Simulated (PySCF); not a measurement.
## Relaxation of quintet Co(OH)₃

These are results of UB3LYP in PySCF with Co def2-SVP, O def2-SVP, H def2-SVP; no relativity; density-fitted integrals, not measurements. A (50,194) grid was used.

A hand-made T-shaped (heavy-atom frame) start, with no symmetry imposed:

```xyz
7
charge 0 multiplicity 5, angstrom
Co    0.0067    0.0000   -0.2939
O     0.0067    0.0000    1.4461
O     1.7456    0.0000   -0.2332
O    -1.7322    0.0000   -0.2332
H    -0.7287    0.0000    2.0632
H     2.3623   -0.7354   -0.2116
H    -2.3489    0.7354   -0.2116
```

Optimiser trace:
```tsv
step	E − E(last) (kJ/mol)	largest gradient (Eh/bohr)
0	146.49	0.05812
2	60.93	0.02657
4	35.85	0.02518
6	16.65	0.00872
8	11.62	0.00641
10	7.88	0.00829
12	6.02	0.00411
14	3.77	0.00881
16	2.46	0.00683
18	1.78	0.00439
20	1.22	0.00265
22	0.83	0.00190
24	0.59	0.00128
26	0.40	0.00144
28	0.29	0.00071
30	0.22	0.00104
32	0.17	0.00083
34	0.12	0.00097
36	0.06	0.00069
38	0.01	0.00074
40	0.00	0.00017
```

It ends at C1 with Co–O 1.768 Å, Co–O 1.772 Å (×2), O–H 0.966 Å (×3); Co–O–H 119.3°, Co–O–H 124.0°, Co–O–H 130.4°, O–Co–O 117.0°, O–Co–O 120.2°, O–Co–O 122.8°. No frequency check is given, so it may be a saddle point. Other isomers or separated fragments may lie lower.

Final geometry:
Z-matrix (Å, degrees; charge 0 multiplicity 5):
```
Co
O  1 1.7676
O  1 1.7715 2 120.21
O  1 1.7731 2 122.80 3 -178.88
H  2 0.9648 1 130.44 3 174.87
H  3 0.9681 1 119.34 2 -0.10
H  4 0.9663 1 124.00 2 -1.08
```

Other spin states or occupations of the open shell can lie lower.
